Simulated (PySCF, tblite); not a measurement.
C4H7FO2.
SMILES with atom numbers: `[CH3:1][O:2][C@@H:3]([CH:4]=[O:5])[CH2:6][F:7]` (hydrogens: H8, H9, H10 on C1; H11 on C3; H12 on C4; H13, H14 on C6)

Structure used (GFN2-xTB), in Å, numbered top down from 1:
```
atom  x, y, z in Å
C1     1.8945   -0.4436    0.1691
O2     0.8474   -0.1766   -0.7407
C3    -0.2889    0.4137   -0.1631
C4    -1.1373    0.9679   -1.2926
O5    -2.2999    1.2343   -1.2082
C6    -1.1211   -0.5344    0.7124
F7    -0.6486   -0.5624    2.0006
H8     2.2252    0.4753    0.6664
H9     1.5999   -1.1716    0.9300
H10    2.7094   -0.8503   -0.4255
H11    0.0046    1.2757    0.4669
H12   -0.5559    1.1086   -2.2190
H13   -2.1555   -0.1807    0.7568
H14   -1.0745   -1.5563    0.3246
```

Level of theory: CAM-B3LYP/def2-SVPD in PySCF (dipole) on a GFN2-xTB geometry, gas phase.

Take the most abundant isotopes and a rigid rotor. The values belong to one conformer with, in the numbering `[CH3:1][O:2][C@@H:3]([CH:4]=[O:5])[CH2:6][F:7]`, C1–O2–C3–C4 165°, O2–C3–C4–O5 161°, O2–C3–C6–F7 87°.

(1) Give the principal moments of inertia and the rotational constants in MHz.

(2) Classify the top.

(3) What does the inertial defect say?

(4) Predict some low-J microwave lines.

Answers

(1) Ia = 150.13, Ib = 243.87, Ic = 372.69 u·Å²; 505379 MHz·u·Å²/I gives A = 3366, B = 2072, C = 1356 MHz.

(2) An asymmetric top; Ray's κ = -0.287.

(3) Not planar: Δ = Ic − Ia − Ib = -21.30 u·Å². For a rigid frame Δ = −2 Σ m c², so Σ m c² = 10.65 u·Å² lies off the ab plane: 5.74 from hydrogen and 4.91 from heavier atoms. The atom farthest from that plane is 1.49 Å away.

(4) The dipole components are |μa| = 1.70 D, |μb| = 1.36 D, |μc| = 0.11 D. The squared components, which scale the intensities, stand as 1.00 : 0.64 : 0.00 (a : b : c). Some lines, for components of 0.1 D or more:

| type | branch | J(Ka,Kc) | MHz | lower level (cm⁻¹) |
| --- | --- | --- | --- | --- |
| c | Q | 3(1,3) ← 3(0,3) | 389 | 0.652 |
| a | Q | 2(1,1) ← 2(1,2) | 2149 | 0.362 |
| a | R | 1(0,1) ← 0(0,0) | 3428 | 0.000 |
| a | R | 2(0,2) ← 1(0,1) | 6632 | 0.114 |
| a | Q | 4(1,3) ← 4(1,4) | 6855 | 1.064 |
| b | R | 3(1,2) ← 2(2,1) | 7306 | 0.564 |
| b | Q | 4(2,3) ← 4(1,4) | 8827 | 1.064 |
| c | Q | 4(4,1) ← 4(3,1) | 10969 | 1.665 |
| b | Q | 4(4,0) ← 4(3,1) | 10977 | 1.665 |
| a | R | 3(1,2) ← 2(1,1) | 11188 | 0.434 |
| b | R | 2(2,1) ← 1(1,0) | 11455 | 0.181 |
| a | R | 4(1,4) ← 3(1,3) | 11937 | 0.665 |
| b | R | 4(1,4) ← 3(0,3) | 12326 | 0.652 |
| a | R | 4(2,3) ← 3(2,2) | 13534 | 0.907 |
| a | R | 4(1,3) ← 3(1,2) | 14541 | 0.807 |
| c | R | 3(3,0) ← 2(2,0) | 18492 | 0.571 |
| c | R | 4(2,2) ← 3(1,2) | 19059 | 0.807 |
| c | R | 4(2,3) ← 3(1,3) | 20764 | 0.665 |

Its GFN2-xTB frequencies are all real (lowest 82 cm⁻¹). Zero-point vibration and centrifugal distortion are left out. A rigid rotor knows nothing of internal rotation, which can split or shift real lines.
